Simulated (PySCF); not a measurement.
ZnClI, SMILES [Zn]([Cl])[I]. Heavy atoms are numbered as in [Zn:1]([Cl:2])[I:3].

Geometry: PBE-D3(BJ)/def2-TZVP. The def2 effective core potentials stand for the cores of I; spin–orbit coupling is left out.

Level of theory: ωB97X/def2-TZVPD (PySCF).

Mulliken values depend strongly on the basis, most of all with diffuse functions as here. ESP charges are fitted to the potential on shells at 1.4 to 2.0 van der Waals radii. Atomic charges (e), one atom of each kind:

| atom | ESP fit | Mulliken |
|---|---|---|
| Zn1 | 0.56 | 0.25 |
| Cl2 | -0.33 | -0.21 |
| I3 | -0.23 | -0.04 |
